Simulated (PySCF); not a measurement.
In(F)(Br)(Me) (CH3BrFIn), SMILES [CH3][In]([F])[Br].

Geometry: PBE0-D3(BJ)/def2-SVP. The def2 effective core potentials stand for the cores of In; spin–orbit coupling is left out.

These are PBE/def2-TZVP (PySCF) values and carry that method's errors.

Symmetry labels are those of the subgroup Cs that the program uses (full group Cs).

Computed valence orbital energies around the gap with their symmetry:
| orbital | symmetry | energy (eV) |
|---|---|---|
| HOMO−7 | A' | -10.64 |
| HOMO−6 | A" | -10.64 |
| HOMO−5 | A' | -8.62 |
| HOMO−4 | A' | -8.52 |
| HOMO−3 | A" | -8.35 |
| HOMO−2 | A' | -7.59 |
| HOMO−1 | A" | -7.23 |
| HOMO | A' | -7.01 |
| LUMO | A' | -2.69 |
| LUMO+1 | A" | -2.15 |
| LUMO+2 | A' | -0.11 |
| LUMO+3 | A' | -0.02 |
